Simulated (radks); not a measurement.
Results of a calculation; reference values are marked as such.
Coulomb parameter of the 4f shell of the terbium ion Tb2+ in the model configuration [Xe] 4f8 6s1, as a second difference U = [E(n + 0.5) + E(n - 0.5) - 2 E(n)] / (0.5)^2 with all orbitals relaxed. "Bare": the charge of the atom changes with n. "Screened": the 6s shell takes up the change at fixed total charge, which measures U(4f,4f) + U(6s,6s) - 2 U(4f,6s). Code: a radial shooting solver on a logarithmic mesh with Libxc functionals. Model: scalar-relativistic Kohn-Sham, PBE, spin-unpolarised, spherical densities, finite nucleus; Fermi nuclear charge, rms radius 5.06 fm.

| case | configuration | E - E(n) (eV) |
|---|---|---|
| start | [Xe] 4f8 6s1 | 0.000 |
| bare +0.5 | [Xe] 4f8.5 6s1 | -10.626 |
| bare -0.5 | [Xe] 4f7.5 6s1 | 15.067 |
| screened +0.5 | [Xe] 4f8.5 6s0.5 | -3.685 |
| screened -0.5 | [Xe] 4f7.5 6s1.5 | 5.560 |

U(bare) = 17.766 eV, U(screened by 6s) = 7.502 eV, against the Slater integral F0(4f,4f) = 30.542 eV with frozen orbitals.
